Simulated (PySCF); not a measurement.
C5H5Cl, SMILES C(/Cl)=C\CC#C.

Coordinates come from a B3LYP-D3(BJ)/def2-SVP optimisation. The structure was generated by enumeration; whether it is a known compound was not checked. The values are those of a single conformer.

Computed with SMD-PBE0/6-31G* run with PySCF.

Solvation free energies are E(SMD) − E(gas) at the gas-phase geometry, for 1 M in both phases. In vacuum the dipole moment is 1.58 D.

```json
[
 {"solvent": "water", "ΔG(solv) (kcal/mol)": "-2.0", "its non-electrostatic (CDS) part": "4.7", "dipole (D)": "2.10"},
 {"solvent": "ethylethanoate", "ΔG(solv) (kcal/mol)": "-5.8", "its non-electrostatic (CDS) part": "-0.7", "dipole (D)": "1.98"},
 {"solvent": "chlorobenzene", "ΔG(solv) (kcal/mol)": "___", "its non-electrostatic (CDS) part": "___", "dipole (D)": "___"}
]
```

Problem. What belongs in the gaps? (Estimate from the structure and the level; the computed values follow.)

Solution. 
- chlorobenzene, ΔG(solv) (kcal/mol): -6.7
- chlorobenzene, its non-electrostatic (CDS) part: -1.7
- chlorobenzene, dipole (D): 1.97
